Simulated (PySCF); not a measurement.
# How methods differ on the excitation energy of Ba⁺

Ba⁺ [Xe] 6s1 (2S) → Ba⁺ [Xe] 6p1 (2P), as a difference of total energies. All numbers are calculated (PySCF 2.14, the spin-free X2C one-electron Hamiltonian (Gaussian nucleus), in x2c-TZVPPall (11s7p6d2f1g, 85 functions)). Correlated levels: valence and next inner shell: [Kr] 4d10 frozen. The calculations carry no spin-orbit coupling.

```
                                method  excitation energy (eV)  error (eV)
                                   UHF                   2.388      -0.264
    MP2 (valence and next inner shell)                   2.629      -0.023
SCS-MP2 (valence and next inner shell)                   2.579      -0.073
   CCSD (valence and next inner shell)                   2.598      -0.054
CCSD(T) (valence and next inner shell)                   2.614      -0.038
```

Reference: 2.652 eV (measured; NIST levels, between the centres of gravity of the two terms).

Errors of the correlated levels include the incompleteness of this basis and the frozen core.

The basis was made for the ground configuration and has no added diffuse functions, so the excitation energy can come out too high.
